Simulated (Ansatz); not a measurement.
Consider the formal exchange of groups at a C–C bond: `C=CCCO` + `C[SiH2]F` → `C[SiH](F)CO` + `C=CC`.

Computed with Ansatz on PBE0-D4/def2-TZVP structures; ΔE is electronic, products minus reactants. CCSD(T)/CBS adds triple-zeta CCSD(T) − MP2 to the extrapolated MP2 energy (def2 sets, frozen cores). DFT in def2-TZVPP. B3LYP here is the variant with VWN-RPA as its local correlation; programs differ in this. Each species was taken in one conformer, which may not be the lowest.

| level | ΔE (kJ/mol) | difference from CCSD(T)/CBS |
| --- | --- | --- |
| r2SCAN-D4 | -21.7 | -5.6 |
| PBE0-D4 | -20.0 | -3.9 |
| ωB97X-V | -17.4 | -1.3 |
| ωB97M-V | -19.8 | -3.7 |
| B2PLYP | -20.1 | -4.0 |
| r2SCAN | -22.0 | -5.9 |
| PBE0 | -20.9 | -4.8 |
| B3LYP | -24.0 | -7.9 |
| HF/def2-TZVPP | -15.3 | 0.8 |
| SCS-MP2/def2-TZVPP | -13.4 | 2.7 |
| CCSD/def2-TZVPP | -14.8 | 1.3 |
| CCSD(T)/def2-TZVPP | -14.5 | 1.6 |
| HF/def2-QZVPP | -15.2 | 0.9 |
| SCS-MP2/def2-QZVPP | -14.3 | 1.8 |
| HF/CBS(def2) | -15.2 | 0.9 |
| CCSD/CBS(def2) | -16.5 | -0.4 |
| CCSD(T)/CBS | -16.1 | 0 |

Largest T1 diagnostic among the species: 0.011.

From PBE to PBE0 (25 % exact exchange), in def2-TZVPP and without D4, ΔE moves by +3.7 kJ/mol.
